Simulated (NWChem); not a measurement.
# Si2NH6 cation

```xyz
9

Si    -0.1516     1.5894     0.0000
N      0.5969     0.1185    -0.0002
Si    -0.1314    -1.5642     0.0000
H     -1.6257     1.6107    -0.0004
H      0.6743     2.8119     0.0007
H      1.6215     0.1354    -0.0003
H      0.3438    -2.2165    -1.2434
H     -1.5923    -1.3014     0.0107
H      0.3614    -2.2225     1.2334
```
Atoms are numbered in this order, from 1.

All runs: NWChem. Medium grid unless said otherwise, to which SCAN and Minnesota functionals are sensitive. Coordinates come from a PBE0/def2-SVP optimisation. Hybrids' shares of exact exchange are those that their runs print; pure functionals count as 0. The functionals differ in more than this share.

```csv
row,share of exact exchange,highest occupied level (eV)
PBE/def2-SVP,0.00,-12.59
revPBE/def2-SVP,0.00,-12.57
B3LYP/def2-SVP,0.20,-13.60
B3PW91/def2-SVP,0.20,-13.63
M06/def2-SVP,0.27,-13.80
MPW1K/def2-SVP,0.43,withheld
```

**Question.** Fit a straight line of the last column on the one before it, predict the withheld value, and compare with the run.

**Answer.** 
1. Means of the 5 shown rows: x = 0.134, y = -13.238. Slope Σ(x − x̄)(y − ȳ)/Σ(x − x̄)² = -0.3025/0.06312 = -4.793; intercept -12.596.
2. The shown rows scatter about the line by 0.058 (root mean square); the largest residual is +0.09, at M06/def2-SVP.
3. At x = 0.43 (MPW1K/def2-SVP; beyond the shown range) the line gives -14.66.
4. The run gives -14.75, -0.09 from the line, 1.6 times the scatter.
